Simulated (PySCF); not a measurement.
One entry of a table of gas-phase calculations, keyed by method. Lists by class give the value and the number of equivalent atoms.

```json
{
 "formula": "H7NP2Si",
 "smiles": "N[SiH](P)P",
 "inchi": "InChI=1S/H7NP2Si/c1-4(2)3/h4H,1-3H2",
 "charge": 0,
 "multiplicity": 1,
 "geometry_level": "PBE0-D3(BJ)/def2-SVP",
 "electronic_structure_code": "PySCF",
 "results": {
  "PBE0-D3(BJ)/def2-SVP geometry optimisation, gas phase": {
   "rotational_constants_GHz": [4.105, 1.999, 1.481]
  },
  "wB97X-D/def2-SVPD ground state, ΔSCF and vertical TDDFT (core frozen in the response)": {
   "dipole_D": 1.77,
   "homo_eV": -9.08,
   "lumo_eV": 1.62,
   "S1_eV": 6.41,
   "strongest_line_of_10_singlets_eV": 7.13,
   "T1_tda_eV": 5.64,
   "polarisability_au": 92.1,
   "vertical_ip_eV": 9.31,
   "r2_bohr2_about_centre_of_nuclear_charge": 812.0,
   "singlets_eV_and_f": [
    [6.41, 0.013],
    [6.47, 0.008],
    [6.54, 0.021],
    [6.62, 0.031],
    [6.88, 0.049],
    [7.05, 0.123],
    [7.13, 0.245],
    [7.2, 0.154],
    [7.39, 0.022],
    [7.53, 0.052]
   ],
   "triplets_tda_eV": [5.64, 5.78, 5.84, 5.89]
  },
  "HF/pcSseg-2 ground state and GIAO shieldings, non-relativistic": {
   "shift_vs_computed_TMS_H_by_class_ppm": [
    [4.93, 1],
    [1.73, 4],
    [0.69, 2]
   ],
   "shielding_other_nuclei_by_class_ppm": [
    ["N", 247.6, 1],
    ["Si", 394.2, 1],
    ["P", 581.3, 2]
   ]
  },
  "delta-SCF UKS SCAN, pcX-2 on the ionised atom, pcseg-1 elsewhere, spin-free X2C; 2p3/2 from a spin–orbit splitting computed afterwards within the 2p shell": {
   "core_binding_eV": [
    ["Si2p3/2", 106.78, 1],
    ["P2p3/2", 136.15, 2],
    ["N1s", 404.72, 1],
    ["Si1s", 1846.64, 1],
    ["P1s", 2149.7, 2]
   ]
  }
 }
}
```

In wavenumbers S1 is 51700 cm⁻¹ (1 eV = 8065.54 cm⁻¹). The polarisability is 13.66 Å³ as a volume (1 au = 0.148185 Å³), or 1.59 au for each of the 58 electrons.

 NMR classes are plain means over equivalent atoms (diastereotopic ones count apart unless rotation or inversion swaps them), as if these changed places fast; in this geometry the members of some classes differ.

The values belong to the conformer `[NH2:1][SiH:2]([PH2:3])[PH2:4]`: H–N1–Si2–P3 171°, H–N1–Si2–P3 -47°, H–P3–Si2–N1 -178°, H–P3–Si2–N1 -83°, H–P4–Si2–N1 -56°, H–P4–Si2–N1 38°.
